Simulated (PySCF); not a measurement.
# Mn(OH)2, sextet: structure and spectrum

Level of theory: UPBE/[Mn def2-SVP, O def2-SVP, H def2-SVP], no relativity, density fitting, PySCF.

The structure is a saddle point with 1 imaginary mode.

```xyz
5
charge 0 multiplicity 6, angstrom
Mn    0.0000    0.0000    0.0000
O     0.0135    0.0000    1.8078
O    -0.0135    0.0000   -1.8078
H    -0.7402    0.0000    2.4197
H     0.7402    0.0000   -2.4197
```

```
Point group                                                                   : C2h
Bond lengths                                                                  : Mn–O 1.808 Å (×2), O–H 0.971 Å (×2)
Bond angles                                                                   : H–O–Mn 128.6° (×2), O–Mn–O 180.0°
Highest occupied level (α)                                                    : -4.37 eV
Atomisation energy without zero-point energy                                  : 1704 kJ/mol
Rotational constants                                                          : 16.2, 0.1448, 0.1435 cm⁻¹
Zero-point energy (real modes)                                                : 59.8 kJ/mol
Principal polarisabilities                                                    : 20.9, 23.4, 47.9 bohr³
Dipole moment                                                                 : 0.00 D
Spin squared ⟨S²⟩                                                             : 8.762
Principal quadrupole moments (Buckingham, traceless) about the centre of mass : -10.77, 0.21, 10.56 D Å
Lowest empty level (β)                                                        : -2.84 eV
```

Harmonic modes (masses in u: Mn 54.938, O 15.995, H 1.008):
```csv
symmetry,ω (cm⁻¹),IR (km/mol)
au,206i,–
bu,85,13.9
au,101,0.0
bu,415,328
ag,460,0.0
ag,624,0.0
bu,743,180
ag,3782,0.0
bu,3782,111
```

In C2h the vibrations span 2au + 4bu + 3ag. The ag modes carry no infrared intensity, as symmetry demands. With a centre of inversion only u modes can be infrared active and only g modes Raman active.

Charges (e):
```csv
atom,Mulliken,Löwdin,polar tensor,spin (Mulliken),Mayer order to Mn1
Mn1,0.72,0.54,1.15,4.84,–
"O2,3",-0.53,-0.33,-0.84,0.07,1.03
"H4,5",0.17,0.06,0.27,0.01,0.03
```
Other Mayer orders above 0.3: O–H 0.96 (×2).

Mulliken populations on Mn1: s 6.60, p 12.43, d 5.25, f 0.00.

Outer orbital energies (eV). α occupied: -7.85, -6.86, -6.86, -6.31, -6.27, -5.91, -5.01, -4.37; empty: -0.72, 1.00, 1.40, 1.66. β occupied: -22.36, -22.09, -11.08, -10.10, -6.96, -6.43, -6.12, -5.95; empty: -2.84, -2.46, -2.46, -1.88.

Only a few start shapes were tried, so a lower isomer may exist. With open d or f shells other occupations or spin states may lie lower. At this level a sextet minimum of C2 symmetry lies 2 kJ/mol below this structure.

The final relaxation and frequency run took of the order of 2.5 core-minutes on a shared host.
